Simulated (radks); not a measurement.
The numbers below are computed, except where a source is named.
Initial-state core-level shifts of the gold ion Au+ when its valence configuration changes from [Xe] 4f14 5d10. Code: a radial shooting solver on a logarithmic mesh with Libxc functionals. Model: scalar-relativistic Kohn-Sham, r2SCAN, spin-unpolarised, spherical densities, finite nucleus; meta-GGA in the generalised Kohn-Sham scheme; Fermi nuclear charge, rms radius 5.4371 fm. Shifts are changes of the shell-averaged eigenvalues in eV (positive: less bound); the change of the density at the nucleus, which sets a Mossbauer isomer shift, is in e/bohr^3, on a base of 2.301e+06.

| valence | 1s | 3p | 4s | 4d | density at nucleus |
|---|---|---|---|---|---|
| 4f14 5d8 6p2 | -10.887 | -11.031 | -10.981 | -10.983 | +25.6 |
| 4f14 5d9 6p1 | -5.419 | -5.487 | -5.471 | -5.472 | +10.9 |
| 4f13 5d10 6p1 | -17.965 | -21.087 | -18.749 | -17.596 | +153.6 |
| 4f14 5d8 6s1 6p1 | -9.140 | -9.312 | -9.256 | -9.261 | +215.3 |
| 4f14 5d8 6s2 | -7.300 | -7.499 | -7.438 | -7.446 | +396.9 |
| 4f14 5d7 6s1 6p2 | -14.780 | -15.030 | -14.926 | -14.927 | +249.7 |
| 4f13.5 5d10 6p0.5 | -8.862 | -10.400 | -9.275 | -8.706 | +75.5 |
| 4f13 5d10 6s1 | -16.049 | -19.201 | -16.854 | -15.705 | +332.6 |
| 4f13 5d9 6p2 | -23.649 | -26.847 | -24.468 | -23.313 | +169.0 |
